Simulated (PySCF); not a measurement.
C4H10Zn, charge -1, doublet, geometry from GFN2-xTB (such geometries of metal compounds can be far from the true shape) (a state made from the parent by changing its charge; the spin is typed, not shown lowest) (in this run its highest filled SCF level lies above zero, so its values depend strongly on the basis, on diffuse functions most of all); B3LYP/6-31G* run with PySCF.

The PySCF input:
```python
from pyscf import gto, scf, dft

mol = gto.M(
    atom='''
Zn   -0.359302    0.195062    0.983192
C     1.785028   -0.893492    0.439566
C     1.507107   -2.043269   -0.518129
H     2.390568   -1.275535    1.279980
H     2.422102   -0.156635   -0.077104
H     0.925813   -1.696768   -1.373880
H     0.930212   -2.831052   -0.024541
H     2.422242   -2.522024   -0.920435
C    -1.546647    0.772631   -1.099106
C    -0.584535    1.534427   -1.999254
H    -2.478865    1.357027   -1.007834
H    -1.829890   -0.164437   -1.606564
H     0.343149    0.975086   -2.128296
H    -0.327191    2.504003   -1.562648
H    -0.984789    1.736691   -3.012891
''',
    basis='6-31g*',
    charge=-1,
    spin=1,
    verbose=4,
)

mf = dft.UKS(mol)
mf.xc = 'b3lyp'
mf.grids.atom_grid = (99, 590)
mf.grids.prune = None
mf.kernel()
```

The log (banner, timings and long lists left out):

```
PySCF version 2.14.0

[INPUT] verbose = 4
[INPUT] num. atoms = 15
[INPUT] num. electrons = 65
[INPUT] charge = -1
[INPUT] spin (= nelec alpha-beta = 2S) = 1
[INPUT] symmetry False subgroup None
[INPUT] Mole.unit = angstrom
[INPUT] Symbol           X                Y                Z      unit          X                Y                Z       unit  Magmom
[INPUT]  1 Zn    -0.359302000000   0.195062000000   0.983192000000 AA   -0.678982376008   0.368613757310   1.857963607863 Bohr   0.0
[INPUT]  2 C      1.785028000000  -0.893492000000   0.439566000000 AA    3.373214044680  -1.688455174490   0.830659353671 Bohr   0.0
[INPUT]  3 C      1.507107000000  -2.043269000000  -0.518129000000 AA    2.848019470415  -3.861218808814  -0.979121907195 Bohr   0.0
[INPUT]  4 H      2.390568000000  -1.275535000000   1.279980000000 AA    4.517518802149  -2.410411812297   2.418811644921 Bohr   0.0
[INPUT]  5 H      2.422102000000  -0.156635000000  -0.077104000000 AA    4.577109425761  -0.295997251521  -0.145705443108 Bohr   0.0
[INPUT]  6 H      0.925813000000  -1.696768000000  -1.373880000000 AA    1.749533012562  -3.206426816926  -2.596256928017 Bohr   0.0
[INPUT]  7 H      0.930212000000  -2.831052000000  -0.024541000000 AA    1.757845917784  -5.349912924402  -0.046375768823 Bohr   0.0
[INPUT]  8 H      2.422242000000  -2.522024000000  -0.920435000000 AA    4.577373987419  -4.765934639580  -1.739370065464 Bohr   0.0
[INPUT]  9 C     -1.546647000000   0.772631000000  -1.099106000000 AA   -2.922739241380   1.460060985349  -2.077009321866 Bohr   0.0
[INPUT] 10 C     -0.584535000000   1.534427000000  -1.999254000000 AA   -1.104611060223   2.899646788138  -3.778042513441 Bohr   0.0
[INPUT] 11 H     -2.478865000000   1.357027000000  -1.007834000000 AA   -4.684375949770   2.564409373640  -1.904530239025 Bohr   0.0
[INPUT] 12 H     -1.829890000000  -0.164437000000  -1.606564000000 AA   -3.457990938080  -0.310740894745  -3.035965961586 Bohr   0.0
[INPUT] 13 H      0.343149000000   0.975086000000  -2.128296000000 AA    0.648457629918   1.842645487898  -4.021896552007 Bohr   0.0
[INPUT] 14 H     -0.327191000000   2.504003000000  -1.562648000000 AA   -0.618301380423   4.731879885089  -2.952976749099 Bohr   0.0
[INPUT] 15 H     -0.984789000000   1.736691000000  -3.012891000000 AA   -1.860981500484   3.281870352997  -5.693538833167 Bohr   0.0

nuclear repulsion = 290.984099375106
number of shells = 56
number of NR pGTOs = 245
number of NR cGTOs = 110
basis = 6-31g*
ecp = {}

******** <class 'pyscf.dft.uks.UKS'> ********
method = UKS
initial guess = minao
damping factor = 0
level_shift factor = 0
DIIS = <class 'pyscf.scf.diis.CDIIS'>
diis_start_cycle = 1
diis_space = 8
diis_damp = 0
SCF conv_tol = 1e-09
SCF conv_tol_grad = None
SCF max_cycles = 50
direct_scf = True
direct_scf_tol = 1e-13
number electrons alpha = 33  beta = 32
XC library pyscf.dft.libxc version 7.1.2
    S. Lehtola, C. Steigemann, M. J. T. Oliveira, and M. A. L. Marques,  SoftwareX 7, 1–5 (2018)
XC functionals = b3lyp
    P. J. Stephens, F. J. Devlin, C. F. Chabalowski, and M. J. Frisch,  J. Phys. Chem. 98, 11623 (1994)
radial grids:
    Treutler-Ahlrichs [JCP 102, 346 (1995); DOI:10.1063/1.469408] (M4) radial grids

becke partition: Becke, JCP 88, 2547 (1988); DOI:10.1063/1.454033
pruning grids: None
grids dens level: 3
symmetrized grids: False
atomic radii adjust function: <function treutler_atomic_radii_adjust>
User specified grid scheme (99, 590)
small_rho_cutoff = 0
Set gradient conv threshold to 3.16228e-05
tot grids = 876152
init E= -1936.86586298691

cycle= 1 E= -1937.30119316822  delta_E= -0.435  |g|= 0.52  |ddm|= 2.21
cycle= 2 E= -1937.00629887996  delta_E= 0.295  |g|= 0.852  |ddm|=  1.8
cycle= 3 E= -1937.47311018512  delta_E= -0.467  |g|= 0.0599  |ddm|= 1.16
cycle= 4 E= -1937.47489649074  delta_E= -0.00179  |g|= 0.0386  |ddm|= 0.126
cycle= 5 E= -1937.47553216137  delta_E= -0.000636  |g|= 0.00837  |ddm|= 0.0351
cycle= 6 E= -1937.4755664019  delta_E= -3.42e-05  |g|= 0.00212  |ddm|= 0.011
cycle= 7 E= -1937.47556867315  delta_E= -2.27e-06  |g|= 0.00109  |ddm|= 0.00372
cycle= 8 E= -1937.47556933433  delta_E= -6.61e-07  |g|= 0.000206  |ddm|= 0.00197
cycle= 9 E= -1937.47556936744  delta_E= -3.31e-08  |g|= 6.35e-05  |ddm|= 0.00036
cycle= 10 E= -1937.47556937232  delta_E= -4.87e-09  |g|= 4.71e-05  |ddm|= 0.000185
cycle= 11 E= -1937.47556937315  delta_E= -8.29e-10  |g|= 4e-05  |ddm|= 0.000103
cycle= 12 E= -1937.47556937429  delta_E= -1.14e-09  |g|= 8.27e-06  |ddm|= 5.9e-05
cycle= 13 E= -1937.47556937441  delta_E= -1.27e-10  |g|= 1.94e-06  |ddm|= 3.92e-05
Extra cycle  E= -1937.47556937441  delta_E= 2.73e-12  |g|= 2.66e-06  |ddm|= 4.84e-06
converged SCF energy = -1937.47556937441  <S^2> = 0.75582013  2S+1 = 2.0058117
```
